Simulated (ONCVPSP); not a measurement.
## Reading a pseudo-wave (lithium)

Columns: radius, all-electron u(r) and pseudo u(r) of the 1s shell (level -52.95 eV) of lithium in the configuration 1s2 2s0.75; LDA (Perdew-Wang 92), non-relativistic, ONCV scheme, ONCVPSP 4.0.1.

```
r (bohr)  all-electron  pseudo
   0.050        0.3944  0.2743
   0.100        0.6801  0.5320
   0.150        0.8815  0.7587
   0.200        1.0178  0.9437
   0.250        1.1038  1.0812
   0.300        1.1512  1.1700
   0.350        1.1698  1.2148
   0.400        1.1662  1.2219
   0.450        1.1466  1.2008
   0.500        1.1150  1.1598
   0.550        1.0751  1.1073
   0.600        1.0294  1.0494
   0.650        0.9800  0.9905
   0.700        0.9284  0.9329
   0.750        0.8760  0.8775
   0.800        0.8237  0.8240
   0.850        0.7722  0.7722
   0.900        0.7220  0.7220
   0.950        0.6734  0.6734
   1.000        0.6269  0.6269
   1.050        0.5825  0.5825
   1.100        0.5404  0.5404
   1.150        0.5006  0.5006
   1.200        0.4632  0.4632
   1.250        0.4280  0.4280
   1.300        0.3951  0.3951
```

How many radial nodes do the two functions have?

The all-electron 1s function has n − l − 1 = 0; the pseudo-wave has 0.

At about which radius was the pseudo-wave matched?

0.95 bohr. The columns agree to 0.0005 from 0.80 bohr on; several derivatives are matched, so the curves merge somewhat inside the radius.

Is the pseudo-wave norm-conserving?

Yes: the ONCV scheme keeps the norm inside the radius equal to the all-electron one, which fixes the energy derivative of the logarithmic derivative at the level.
